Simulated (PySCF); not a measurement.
# Radial density of Tl⁷⁸⁺ (thallium, charge +78)

M06-2X, [He] 2s1, 2S determinant. Computed with PySCF 2.14 in an uncontracted even-tempered set (18 s from 62 bohr⁻², ratio 2.2; 8 p from 93 bohr⁻², ratio 2.4; 5 d from 280 bohr⁻², ratio 2.4; 5 f from 420 bohr⁻², ratio 2.4; 4 g from 630 bohr⁻², ratio 2.4), with scalar relativity by spin-free X2C-1e.

```tsv
r (bohr)	4πr²ρ (e/bohr)	4πr²(ρα − ρβ)
0.0128	92.71	2.9462
0.0215	47.79	0.0488
0.0362	18.58	8.6530
0.0610	16.59	16.1682
0.103	4.668	4.6666
0.172	0.1051	0.1051
0.290	6.289e-05	0.0001
```

Densities and radii are taken from the X2C orbitals without a picture-change correction, which distorts them close to the nucleus.
